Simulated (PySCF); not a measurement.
K(OtBu) (C₄H₉KO), SMILES CC(C)(C)[O][K].

Geometry optimised at r2SCAN-D4/def2-SVP. The isomer is the one that the SMILES or the coordinates give; other isomers of the formula were not compared.

Level of theory: IEF-PCM-M06-2X/def2-SVP in PySCF.

The values are the electrostatic part of the solvation free energy, E(continuum) − E(gas) at the gas-phase geometry, in a cavity of scaled van der Waals radii (PySCF's table); cavitation and dispersion terms are not included. A continuum can't describe solvent molecules that bind to the metal. In vacuum the orbital gap is 4.76 eV. The dipole moment in vacuum is 9.12 D.

Computed values in water (ε = 78.36), cyclohexanone (ε = 15.62), n-hexane (ε = 1.88):
```json
[
 {"solvent": "water", "ε": "78.36", "ΔG(elec) (kcal/mol)": "-9.4", "dipole (D)": "9.64", "gap (eV)": "6.03"},
 {"solvent": "cyclohexanone", "ε": "15.62", "ΔG(elec) (kcal/mol)": "-8.7", "dipole (D)": "9.62", "gap (eV)": "5.94"},
 {"solvent": "n-hexane", "ε": "1.88", "ΔG(elec) (kcal/mol)": "-3.6", "dipole (D)": "9.37", "gap (eV)": "5.27"}
]
```
